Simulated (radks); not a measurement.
All-electron atom: Yb25+ in [Kr] 4d9 (the NIST ground configuration). Calculated with a radial shooting solver on a logarithmic mesh with Libxc functionals: Dirac Kohn-Sham, LDA (Slater exchange, Perdew-Wang correlation), spin-unpolarised, spherical densities, point nucleus; open shells fill j = l - 1/2 first.

Normalised radial functions P(r) = r R(r) (large component), r in bohr:

```
   r/bohr * 3d3/2, o 4d3/2 (the largest magnitude, 2.3, reaches the edge; | marks zero, & curves that meet)
 0.001319                             &
  0.00169                             &
 0.002165                             &
 0.002753                             &
 0.003528                             &
 0.004485                             &
 0.005747                             &
 0.007306                             &
 0.009362                             &
    0.012                             &
  0.01525                             o*
  0.01954                             |&
  0.02484                             |o*
  0.03184                             | o*
  0.04047                             |  o *
  0.05186                             |    o   *
  0.06646                             |      o     *
  0.08449                             |        o        *
   0.1083                             |          o           *
   0.1376                             |          o               *
   0.1764                             |       o                  *
   0.2242                             |o                     *
   0.2873                    o        |               *
   0.3682            o                |        *
   0.4681          o                  |   *
   0.5998              o              |*
   0.7625                    o        *
   0.9771                          o  *
    1.242                            o*
    1.592                             &
```

3d3/2: eigenvalue -2360.2 eV, 0 radial nodes, <r> = 0.193 bohr, 90 % of the charge inside 0.300 bohr. 4d3/2: eigenvalue -917.51 eV, 1 radial node at r = 0.230 bohr, <r> = 0.485 bohr, 90 % of the charge inside 0.712 bohr.
